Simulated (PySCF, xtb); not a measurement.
GaBr3, SMILES [Br][Ga]([Br])[Br].

xtb 6.7.1 with GFN2-xTB at its own geometry gives an orbital gap of 3.54 eV and a dipole moment of 0.00 D.

The structure is a stationary point at B3LYP-D3(BJ)/def2-SVP. The isomer is the one that the SMILES or the coordinates give; other isomers of the formula were not compared.

Task: What does PBE/def2-TZVP in PySCF give? (The exact figures need the calculation; the answer reports its results.)

Result: gap 4.14 eV (levels -7.41 and -3.27 eV), dipole 0.00 D.
